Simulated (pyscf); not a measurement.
O=W(OH)(OH)(OH)–OH, singlet

Gas-phase minimum from PySCF at ωB97X-D3(BJ)/def2-SVP, one conformer. 

```xyz
10

O     -1.4985     0.9612    -0.2015
W     -0.2847    -0.2085    -0.1936
O     -0.0366    -0.8318    -1.9998
O      1.3625     0.6484    -0.5903
O      0.1702    -0.3382     1.6311
O     -1.2103    -1.9007    -0.1008
H     -0.6363    -1.5386    -2.2710
H      1.7792     0.5510    -1.4550
H      0.8111    -0.8984     2.0820
H     -1.8540    -2.0061     0.6120
```

Bonded distances (Å): O1–W2 1.686, W2–O3 1.927, W2–O4 1.899, W2–O5 1.885, W2–O6 1.931, O3–H7 0.966, O4–H8 0.965, O5–H9 0.963, O6–H10 0.966. Bond angles (°): O1–W2–O3 108.2, O1–W2–O4 108.1, O1–W2–O5 103.1, O1–W2–O6 105.3, O3–W2–O4 80.7, O3–W2–O5 148.7, O3–W2–O6 79.8, O4–W2–O5 91.4, O4–W2–O6 145.2, O5–W2–O6 90.5, W2–O3–H7 114.8, W2–O4–H8 121.1, W2–O5–H9 130.8, W2–O6–H10 116.8.

Properties at ωB97X-D3(BJ)/def2-SVP:

```
Quantity                                                                                                                                                                                                                                         Value
---------------------------------------------------------------------------------------------------------------------  -------------------------------------------------------------------------------------------------------------------------------
Harmonic wavenumbers, unscaled                                                                                         83, 121, 228, 234, 273, 282, 327, 359, 377, 452, 481, 532, 614, 659, 687, 718, 747, 761, 812, 1080, 3887, 3894, 3914, 3936 cm⁻¹
Zero-point energy                                                                                                                                                                                                                        36.4 kcal/mol
Rotational symmetry number                                                                                                                                                                                                                           1
Entropy of this conformer at 298 K and 1 atm, rigid rotor and harmonic oscillator, modes under 100 cm⁻¹ raised to 100                                                                                                                  381.2 J/(mol K)
Dipole moment                                                                                                                                                                                                                                   3.32 D
```

Single-point totals, which compare only within one level:

```
level                   total energy (hartree)
----------------------  ----------------------
ωB97X-D3(BJ)/def2-TZVP              -446.08982
PBE/def2-TZVP                       -445.68252
r²SCAN/def2-TZVP                    -445.88661
B3LYP-D3(BJ)/def2-TZVP              -446.05004
PBE0-D3(BJ)/def2-TZVP               -445.60346
M06-2X/def2-TZVP                    -445.73460
ωB97M-D3(BJ)/def2-TZVP              -446.03738
```

Soft torsions are taken as harmonic, which can shift the entropy by several J/(mol K). Elements past Kr carry the def2 core potentials, without spin-orbit coupling.
